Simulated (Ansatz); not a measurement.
System: C₇H₁₅, charge 0, multiplicity 2. It need not be the lowest isomer of its formula. 
Coordinates optimised at B3LYP-D3(BJ)/def2-TZVP (Ansatz, an electronic-structure program):
SMILES: C[CH]CC(C)(C)C
```xyz
22

C      2.3941     1.0537     0.8703
C      1.7384    -0.1702     0.3408
C      0.6999    -0.1366    -0.7216
C     -0.7861    -0.2033    -0.2494
C     -1.0992     0.9741     0.6790
C     -1.0459    -1.5221     0.4852
C     -1.6824    -0.1266    -1.4895
H      2.4432     1.8401     0.1121
H      3.4098     0.8517     1.2200
H      1.8528     1.4836     1.7272
H      1.9491    -1.1146     0.8286
H      0.8491    -0.9782    -1.4093
H      0.8158     0.7777    -1.3136
H     -2.1536     0.9696     0.9648
H     -0.8887     1.9280     0.1896
H     -0.5058     0.9261     1.5930
H     -0.8209    -2.3785    -0.1552
H     -0.4329    -1.6026     1.3843
H     -2.0932    -1.5957     0.7870
H     -1.5240     0.8089    -2.0313
H     -1.4757    -0.9513    -2.1756
H     -2.7376    -0.1782    -1.2112
```
Charge 0, spin multiplicity 2.

Computed values are from Ansatz. Valence correlation only, unless marked. UHF or UKS for open shells. Spin-orbit coupling is left out. No relativistic terms. Basis-set limits of correlation are two-point, X^-3; Hartree-Fock from the larger set. [CCSD(T)-MP2]/basis is that difference in the basis named.

The atomisation energy De is 8705.4 kJ/mol at RI-MP2/CBS(cc-pVTZ,cc-pVQZ)+[CCSD(T)-MP2]/cc-pVTZ and the total energy comes out as -275.3544 Eh at RI-MP2/CBS(cc-pVTZ,cc-pVQZ)+[CCSD(T)-MP2]/cc-pVTZ. The dipole moment is 0.15 D at CCSD(T)/aug-cc-pVDZ and the T1 diagnostic comes out as 0.010 at CCSD/cc-pVTZ.
